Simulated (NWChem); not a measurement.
Species: C3H4BCl; SMILES C#CB(C)Cl

```xyz
9

B      0.3510     0.0402     0.0096
C     -0.2487    -1.3624     0.0025
C     -0.7037    -2.4924    -0.0011
H     -1.1139    -3.4869    -0.0040
Cl    -0.7731     1.3996     0.0000
C      1.8929     0.2825     0.0018
H      2.1780     1.3341     0.1370
H      2.2934    -0.0681    -0.9668
H      2.3876    -0.3390     0.7661
```
Atoms are numbered in this order, from 1.

Program: NWChem. Pople sets run with spherical d functions. The geometry was optimised at PBE0/def2-SVP. B3LYP is NWChem's, with the RPA form of VWN correlation.

For level Hartree-Fock/6-31G*:

```yaml
highest occupied level (eV): -10.86
orbital gap (eV): 12.93
dipole (D): 2.10
```

Task: How do the values read with level B3LYP/6-31G* instead?

Result: The highest occupied level (eV) is -7.71, the orbital gap (eV) is 5.92 and the dipole (D) is 1.86.
